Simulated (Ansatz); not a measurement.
Abridged output of a molecular run in Ansatz:

```
Functional definition: HF
1469 factors; integrals over basis functions are off by at most 8.5e-4 eV
mean field evaluation 1: about -25927.8834 eV, gradient 3.2e1 eV
mean field evaluation 2: about -25927.8908 eV, gradient 3.2e1 eV
mean field evaluation 4: about -25932.6408 eV, gradient 3.2e0 eV
mean field evaluation 8: about -25932.8167 eV, gradient 2.6e-1 eV
mean field -25932.81978438 eV, -953.0135491793 hartree, gradient 1.9e-6 eV, S^2 0.763454; 2 other end points of the search recorded, 0 dependent functions left out
15 core orbitals not correlated: weight in the atoms' cores, before any rotation towards them, 1.000 or more for the frozen orbitals, at most 0.000 for the correlated occupied ones
reference -25932.81978438 eV, -953.0135491793 hartree; 17, 16 occupied and 189, 190 virtual orbitals, 1469 factors
second order -21.81589427 eV of doubles, -0.00000000 eV of singles
cycle   1  -21.91823867 eV  change   -1.0e-1 eV  update   1.3e-1
cycle   2  -22.51475708 eV  change   -6.0e-1 eV  update   4.3e-2
cycle   3  -22.69044374 eV  change   -1.8e-1 eV  update   2.8e-2
cycle   4  -22.68993951 eV  change    5.0e-4 eV  update   1.0e-2
cycle   5  -22.68220661 eV  change    7.7e-3 eV  update   5.9e-3
cycle   6  -22.68413670 eV  change   -1.9e-3 eV  update   2.5e-3
cycle   7  -22.68466194 eV  change   -5.3e-4 eV  update   1.2e-3
cycle   8  -22.68489672 eV  change   -2.3e-4 eV  update   4.4e-4
cycle   9  -22.68514976 eV  change   -2.5e-4 eV  update   2.3e-4
cycle  10  -22.68508315 eV  change    6.7e-5 eV  update   7.3e-5
cycle  11  -22.68505827 eV  change    2.5e-5 eV  update   3.6e-5
perturbative correction -0.85325969 eV, -0.0313567154 hartree
Total energy: -25956.35810234 eV, -953.8785664096 hartree
Checks for a lower state left out: cluster_reference
```

Its atoms:

Cartesian coordinates in Å:
```
Si -1.372 -0.842 -0.292
O 0.003 -0.009 -0.034
In 0.899 1.079 1.388
S 3.068 1.867 0.632
H -2.581 -0.036 0.054
H -1.456 -1.218 -1.729
H -1.422 -2.089 0.525
H 2.861 1.247 -0.545
```

(1) Which basis set was used?
A. cc-pV(Q+d)Z
B. def2-TZVPP
C. cc-pV(D+d)Z
D. def2-SVP

(2) Write the keys of the input that set method, charge and spin (a neutral closed shell needs none for the last two).

Answers

(1) B. It gives 221 functions.

(2) 
```yaml
magnetization: {spin_polarized: true, initial_magnetization: 1}
correlation: {method: ccsd_t}
scf: {omitted_lower_state_checks: [cluster_reference]}
```
